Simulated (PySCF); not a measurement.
CH5FS2Si, SMILES C[Si](F)(S)S.

Coordinates come from a PBE0-D3(BJ)/def2-SVP optimisation. The structure was generated by enumeration, and PubChem lists no compound with its InChIKey, so it may never have been made. The values are those of a single conformer.

Method: PySCF with CAM-B3LYP/def2-TZVP.

Problem. Estimate the frontier levels, gap, dipole moment and polarisability. (An estimate is asked for; the answer gives what the named calculation found.)

Solution. 
```
Item                                                                                                           Result
---------------------------------------------------------------------------------------------  ----------------------
highest occupied level                                                                                       -8.93 eV
lowest empty level                                                                                            0.94 eV
orbital gap                                                                                                   9.86 eV
dipole moment                                                                                                  1.86 D
quadrupole, principal values (traceless, Buckingham form, about the centre of nuclear charge)  -6.04, -0.97, 7.01 D·Å
mean static polarisability                                                                      71.8 bohr³ (10.65 Å³)
polarisability, principal values                                                               59.9, 73.7, 82.0 bohr³
```
